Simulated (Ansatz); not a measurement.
Program: Ansatz. Geometries: PBE0-D4/def2-TZVP. ΔE: electronic, gas phase. CCSD(T)/CBS is the MP2 limit (def2-TZVPP, def2-QZVPP) plus CCSD(T) − MP2 in def2-TZVPP, frozen cores. DFT in def2-TZVPP. One conformer a species, not always the lowest.

`C=C[SiH2]C=N` → `CC([SiH3])=C=N`  (isomerisation)

| level | ΔE (kcal/mol) |
| --- | --- |
| PBE-D4 | -7.2 |
| ωB97X-V | -3.6 |
| PBE0 | -6.2 |
| CCSD(T)/def2-TZVPP | -1.5 |

(1) What does CCSD(T)/CBS give? (Best estimate.)

Largest T1 diagnostic among the species: 0.014.

Results:

(1) The calculation gave: -0.9 kcal/mol. The listed levels differ from it by -6.3, -2.7, -5.3, -0.6 kcal/mol.

In def2-TZVPP, CCSD(T) changes the Hartree–Fock value by −0.8 kcal/mol (the triples alone add −0.6 kcal/mol) and MP2 by −4.1 kcal/mol. From PBE to PBE0 (25 % exact exchange), in def2-TZVPP and without D4, ΔE moves by +0.9 kcal/mol.
